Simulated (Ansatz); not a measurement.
Results of the Gaussian-basis code of Ansatz.

C₃H₇FMgO, SMILES `CC(C)[O][Mg][F]` at its PBE0-D4/def2-TZVP geometry, where that method's forces vanish. Charge 0, multiplicity 1.

```tsv
atom	x (Å)	y (Å)	z (Å)
C1	0.965	-0.923	0.736
C2	-0.268	-0.478	-0.034
C3	-1.227	0.294	0.858
O4	0.093	0.282	-1.133
Mg5	0.632	1.376	-2.395
F6	1.158	2.447	-3.676
H7	0.699	-1.565	1.580
H8	1.501	-0.051	1.124
H9	1.641	-1.479	0.082
H10	-0.790	-1.384	-0.385
H11	-0.737	1.191	1.248
H12	-1.559	-0.312	1.705
H13	-2.108	0.602	0.290
```

Q: For each bond, give half the difference of the two atoms' forces along it (eV/Å; positive pushes the atoms apart) under PBE-D4, r2SCAN-D4, B3LYP-D4, ωB97M-V in def2-TZVPP. (An estimate is asked.)

A: The calculation gave: 
```csv
bond,length (Å),PBE-D4,r2SCAN-D4,B3LYP-D4,ωB97M-V
C1–C2,1.520,-0.01,0.06,0.11,0.09
C1–H7,1.093,0.09,-0.03,-0.06,-0.07
C1–H8,1.094,0.11,-0.02,-0.06,-0.06
C1–H9,1.092,0.09,-0.03,-0.08,-0.07
C2–C3,1.520,-0.01,0.06,0.11,0.09
C2–O4,1.385,0.24,0.21,0.29,0.22
C2–H10,1.103,0.09,-0.07,-0.17,-0.20
C3–H11,1.094,0.11,-0.02,-0.06,-0.06
C3–H12,1.093,0.09,-0.03,-0.06,-0.07
C3–H13,1.092,0.09,-0.03,-0.08,-0.07
O4–Mg5,1.754,-0.14,-0.07,-0.16,-0.06
Mg5–F6,1.751,0.20,0.00,0.06,0.04
```

B3LYP here is the variant with VWN-RPA as its local correlation; programs differ in this.
